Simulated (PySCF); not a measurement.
**Assigning NMR signals**

Structure with atom numbers: `[CH2:1]=[CH:2][C@@H:3]1[C@@H:4]2[CH2:5][C@H:6]1[C@@H:7]([CH:8]=[CH2:9])[CH2:10]2`. Each H is labelled by its parent atom. Ha(C5), Ha(C10) are cis to C2 on the ring; Ha(C1) is cis to C3; Ha(C9) is cis to C7; Hb(C5), Hb(C10) are trans to C2 on the ring; Hb(C1) is trans to C3; Hb(C9) is trans to C7.

In vacuum, no relativistic terms, a single conformation. GFN2-xTB geometry; shielding tensors at PBE0/pcSseg-1 (GIAO); PySCF.

Scale: ¹³C, ¹H against TMS (reference shieldings calculated alike).

(1) Assign these signals to the numbered atoms. ¹³C{¹H} NMR (computed): δ 151.5, 146.5, 121.1, 120.1, 58.2, 48.5, 47.5, 43.7, 39.5, 33.2.

(2) Assign these signals to the numbered atoms. ¹H NMR (500 MHz, computed): δ 6.33 (m, 1H), 6.22 (m, 1H), 5.50 (m, 1H), 5.47 (m, 1H), 5.46 (m, 1H), 5.27 (m, 1H), 2.50 (m, 1H), 2.35 (m, 1H), 2.24 (m, 1H), 2.17 (m, 1H), 2.07 (m, 1H), 2.05 (m, 1H), 1.43 (m, 1H), 1.12 (m, 1H).

Results:

(1) 
```tsv
δ (ppm)	atoms	environment	reason
151.5	C8	alkene CH	as expected for a trigonal carbon in a double bond
146.5	C2	alkene CH	–
121.1	C1	terminal =CH2 carbon	the olefinic region
120.1	C9	terminal =CH2 carbon	–
58.2	C3	allylic sp3 CH	–
48.5	C7	allylic sp3 CH	a saturated carbon with 3 carbon neighbours and no heteroatom attached
47.5	C6	sp3 CH in a ring	aliphatic region, no heteroatom directly attached
43.7	C4	sp3 CH in a ring	–
39.5	C10	sp3 CH2 in a ring	aliphatic region, no heteroatom directly attached
33.2	C5	sp3 CH2 in a ring	–
```

C1 and C9; C7 and C6 lie closer than the usual error of such a calculation, so a measured spectrum could show them in the other order.

(2) 
6.33 → H(C2), hydrogen on an alkene CH: a vinylic proton, deshielded by the sp2 carbon and the C=C anisotropy
6.22 → H(C8), hydrogen on an alkene CH
5.50 → Hb(C1), hydrogen on a terminal =CH2 carbon: attached to an sp2 carbon and in the plane of the double bond
5.47 → Ha(C1), hydrogen on a terminal =CH2 carbon
5.46 → Ha(C9), hydrogen on a terminal =CH2 carbon
5.27 → Hb(C9), hydrogen on a terminal =CH2 carbon
2.50 → H(C7), hydrogen on an allylic sp3 CH: allylic position
2.35 → H(C6), hydrogen on an sp3 CH in a ring
2.24 → Ha(C5), hydrogen on an sp3 CH2 in a ring
2.17 → H(C3), hydrogen on an allylic sp3 CH: allylic position
2.07 → H(C4), hydrogen on an sp3 CH in a ring
2.05 → Hb(C10), hydrogen on an sp3 CH2 in a ring
1.43 → Ha(C10), hydrogen on an sp3 CH2 in a ring
1.12 → Hb(C5), hydrogen on an sp3 CH2 in a ring: far from electronegative atoms and π systems

H(C2) and H(C8); Hb(C1) and Ha(C1); Ha(C1) and Ha(C9); H(C6) and Ha(C5); Ha(C5) and H(C3); H(C3) and H(C4); H(C4) and Hb(C10) lie closer than the usual error of such a calculation, so a measured spectrum could show them in the other order.

Shifts are as computed. Against solution values, carbons near 30 ppm lie about +3 ppm off and those near 130 ppm about +5 ppm. Of 1211 compounds with measured shifts, 218 miss one by over three times the rms of a fit or turn the order of signals round; such compounds aren't used in these exercises. No couplings were computed; multiplicities are counted from neighbouring protons, with m where these are inequivalent, close in shift, in a saturated or five-membered ring or joined by F or P, and br s for small geminal =CH2 splittings.
